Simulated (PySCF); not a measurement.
O$_{3}$W, charge -1, doublet, at a GFN2-xTB geometry (such geometries of metal compounds can be far from the true shape) (the multiplicity is a formal guess) (core potentials on W). Base run: PySCF with DF-B3LYP/def2-TZVP.

PySCF was given this input:
```python
from pyscf import gto, scf, dft

mol = gto.Mole()
mol.atom = '''
    W     0.00000000    0.00000000    0.00000000
    O     1.54088556   -0.32207064   -0.68740617
    O    -0.49883780   -0.83178938    1.41769966
    O    -1.04204776    1.15386002   -0.73029349
'''
mol.basis = 'def2-tzvp'
mol.ecp = {'W': 'def2-tzvp'}
mol.charge = -1
mol.spin = 1
mol.verbose = 4
mol.symmetry = True
mol.build()

mf = dft.UKS(mol)
mf.xc = 'b3lyp'
mf = mf.density_fit(auxbasis='def2-universal-jkfit')
mf.kernel()
mf.analyze()
```

Variants of this job, named by their change:

```json
[
 {"change": "base", "ΔE vs base (eV)": "0.00", "point group used": "C2v", "SCF cycles": "12"},
 {"change": "irrep_nelec = A1:(9, 9) A2:(1, 1) B1:(6, 6) B2:(4, 3)", "ΔE vs base (eV)": "3.76", "point group used": "C2v", "SCF cycles": "14"},
 {"change": "symmetry = off", "ΔE vs base (eV)": "0.00", "point group used": "C1", "SCF cycles": "12"},
 {"change": "irrep_nelec = A1:(9, 9) A2:(1, 1) B1:(7, 6) B2:(3, 3)", "ΔE vs base (eV)": "7.00", "point group used": "C2v", "SCF cycles": "14"},
 {"change": "irrep_nelec = A1:(11, 9) A2:(1, 1) B1:(6, 6) B2:(2, 3)", "ΔE vs base (eV)": "7.37", "point group used": "C2v", "SCF cycles": "15"},
 {"change": "symmetry_subgroup = Cs", "ΔE vs base (eV)": "0.00", "point group used": "Cs", "SCF cycles": "12"},
 {"change": "symmetry_subgroup = C2", "ΔE vs base (eV)": "0.00", "point group used": "C2", "SCF cycles": "12"},
 {"change": "irrep_nelec = A1:(10, 9) A2:(2, 1) B1:(6, 6) B2:(2, 3)", "ΔE vs base (eV)": "6.00", "point group used": "C2v", "SCF cycles": "14"}
]
```

Open shells are given as the SCF converged; they aren't shown to be the lowest states, and a large step between rows can be another state.
